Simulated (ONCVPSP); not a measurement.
# Before and after: ONCV potential for mercury

mercury, optimised norm-conserving Vanderbilt (ONCV), made with ONCVPSP 4.0.1 (PBEsol, fully relativistic). Core [Kr] 4d10, reference 4f14 5s2 5p6 5d10 6s1.5 (charge +0.5). Waves: 5s+6s: rc 1.60 bohr, ncon 5, nbas 9, qcut 6.8 1/bohr, 2 projectors; 5p: rc 1.40 bohr, ncon 4, nbas 7, qcut 10.3 1/bohr, 2 projectors, debl 2.1 Ha; 5d: rc 1.75 bohr, ncon 3, nbas 7, qcut 7.1 1/bohr, 2 projectors, debl 2.2 Ha; 4f: rc 0.85 bohr, ncon 3, nbas 8, qcut 20.1 1/bohr, 3 projectors, debl 1.8 Ha. Local part: polynomial inside 0.65 bohr (lpopt 5, dvloc0 0 Ha). Core correction: Teter function, fcfact 5.75, rcfact 1.35.

Open shells are filled in proportion to 2j + 1.

In the p channel the program set the typed energies aside and used -2.426, 0.250 Ha (j = l + 1/2; the other j can differ). In the f channel the program set the typed energies aside and used -3.609, 0.250, 2.050 Ha (j = l + 1/2; the other j can differ).

All-electron outer shells of the reference configuration (PBEsol, scalar-relativistic, ld1.x):

| shell | level (eV) | outermost node (bohr) | outermost maximum (bohr) |
| --- | --- | --- | --- |
| 4d | -352.97 | 0.20 | 0.40 |
| 5s | -122.64 | 0.47 | 0.82 |
| 4f | -100.34 | – | 0.37 |
| 5p | -70.95 | 0.51 | 0.93 |
| 5d | -14.24 | 0.55 | 1.17 |
| 6s | -10.71 | 1.08 | 2.16 |

Change: local potential polynomial inside 0.65 bohr (lpopt 5, dvloc0 4.5 Ha).

Cutoffs: the cutoffs (Ha) at which the residual kinetic energy of the hardest occupied pseudo-wave falls to 1 and 0.1 mHa per electron; they do not see the model core or the augmentation charge, which bear on the density cutoff. Errors are all-electron minus pseudo energies relative to the spin-unpolarised reference configuration.

Predict the effect on cutoff, ghosts and configuration errors.

The potential gets neither clearly harder nor softer (178 Ha and 192 Ha → 178 Ha and 192 Ha); both files keep a bound ghost (p, s); the lowest positive-energy flag moves from p1/2 at 17.3 eV to p1/2 at 79.5 eV; the errors of the 4 common tests hardly move; the range in which the p1/2 phases agree narrows (upper end at the end of the scan → 2.6).

| quantity | base | changed |
| --- | --- | --- |
| cutoff, loose | 178 Ha | 178 Ha |
| cutoff, tight | 192 Ha | 192 Ha |
| bound ghosts | s, p3/2 | s, p3/2 |
| GHOST(+) flags under 300 eV | p1/2 at 17.3 eV | p1/2 at 79.5 eV |
| error for 4f14 5s2 5p6 5d10 6s2, meV [ΔE -4.39 eV] | -0.4 | -0.3 |
| error for 4f14 5s2 5p6 5d10 6s1, meV [ΔE 6.36 eV] | -4.7 | -4.7 |
| error for 4f14 5s2 5p6 5d10 6s0, meV [ΔE 25.38 eV] | -10 | -9.7 |
| error for 4f14 5s2 5p6 5d10 6s0 6p2, meV [ΔE 8.15 eV] | -4.1 | -3.8 |
| s: phases at 1.62 bohr within 0.05 rad from the reference energy up to (Ha; the scan ends near 5) | to the end of the scan | to the end of the scan |
| p3/2: phases at 1.42 bohr within 0.05 rad from the reference energy up to (Ha; the scan ends near 5) | to the end of the scan | to the end of the scan |
| p1/2: phases at 1.42 bohr within 0.05 rad from the reference energy up to (Ha; the scan ends near 5) | to the end of the scan | 2.6 |
| d5/2: phases at 1.77 bohr within 0.05 rad from the reference energy up to (Ha; the scan ends near 5) | to the end of the scan | to the end of the scan |
| d3/2: phases at 1.77 bohr within 0.05 rad from the reference energy up to (Ha; the scan ends near 5) | to the end of the scan | to the end of the scan |
| f7/2: phases at 0.86 bohr within 0.05 rad from the reference energy up to (Ha; the scan ends near 5) | to the end of the scan | to the end of the scan |
| f5/2: phases at 0.86 bohr within 0.05 rad from the reference energy up to (Ha; the scan ends near 5) | to the end of the scan | to the end of the scan |
| rms error of d²Exc/dni dnj with the model core, mHa | 3.73 | 3.72 |

Base: These tests converged, but a pseudo level misses the all-electron one widely, so the file describes the atom poorly there or has found another state: 4f14 5s2 5p6 5d10 6s0 6p2: empty 6s by 13.7 eV. Changed file: These tests converged, but a pseudo level misses the all-electron one widely, so the file describes the atom poorly there or has found another state: 4f14 5s2 5p6 5d10 6s0 6p2: empty 6s by 13.7 eV. A true bound ghost makes a file unfit for plane-wave use even where its test errors are small: the radial tests pick states by their node count and pass the ghost by.
